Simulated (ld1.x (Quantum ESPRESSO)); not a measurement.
## What one change does to a pseudopotential (boron (B), TM)

- Element: B (Z = 5)
- Generator: ld1.x (Quantum ESPRESSO) 7.5
- Type: norm-conserving Troullier–Martins (Kleinman–Bylander form)
- Functional: LDA (PZ)
- Relativity: non-relativistic
- Frozen core: [He]
- Valence charge: 3
- Reference configuration: 2s1.5 2p0 (charge +1.5)
- Partial waves: 2s (bound): rc 1.40 bohr; 2p (bound, empty): rc 2.65 bohr
- Local potential: all-electron potential smoothed inside 2.05 bohr (lloc = -1)
- Core correction: a·sin(br)/r model core, default radius (core density twice the valence density)

Change: all radii but the core radius scaled by about 1.38 (s 1.94, p 3.66 bohr); local potential all-electron potential smoothed inside 2.84 bohr (lloc = -1).

Cutoffs: the cutoffs (Ry, on a coarse ladder) from which the occupation-weighted sum of valence levels, in a spherical-Bessel basis at the reference potential, stays within 10 and 1 mRy of its value at 400 Ry; they do not see the model core or the augmentation charge, which bear on the density cutoff. Errors are all-electron minus pseudo energies relative to the spin-unpolarised reference configuration.

Q: Predict the effect on cutoff, ghosts and configuration errors.

A: The potential gets softer (21 Ry and 55 Ry → 15 Ry and 30 Ry); a bound ghost appears in s, which as a rule spoils a file; of the 9 tests that both files solve, the error grows in 9 and shrinks in 0 by more than 15 % and 0.3 meV (median size 88.3 → 313.4 meV). A larger radius leaves more room for a smooth pseudo-wave, so fewer plane waves are needed. More of the atom is replaced by a form fitted at one configuration, so other configurations suffer.

| quantity | base | changed |
| --- | --- | --- |
| cutoff, loose | 21 Ry | 15 Ry |
| cutoff, tight | 55 Ry | 30 Ry |
| bound ghosts | none | s |
| error for 2s2 2p1, meV [ΔE -19.48 eV] | +88 | -324 |
| error for 2s2 2p0, meV [ΔE -11.16 eV] | +3.9 | -121 |
| error for 2s1 2p0, meV [ΔE 14.14 eV] | +5.9 | -64 |
| error for 2s2 2p0.5, meV [ΔE -16.54 eV] | +47 | -225 |
| error for 2s0 2p3, meV [ΔE -8.10 eV] | +235 | +808 |
| error for 2s1 2p2, meV [ΔE -13.80 eV] | +160 | +368 |
| error for 2s2 2p1.3, meV [ΔE -20.26 eV] | +102 | -366 |
| error for 2s1.5 2p0 (spin-polarised), meV [ΔE -0.13 eV] | +0.9 | -1.3 |
| error for 2s2 2p1 (spin-polarised), meV [ΔE -19.72 eV] | +102 | -313 |

 A true bound ghost makes a file unfit for plane-wave use even where its test errors are small: the radial tests pick states by their node count and pass the ghost by.
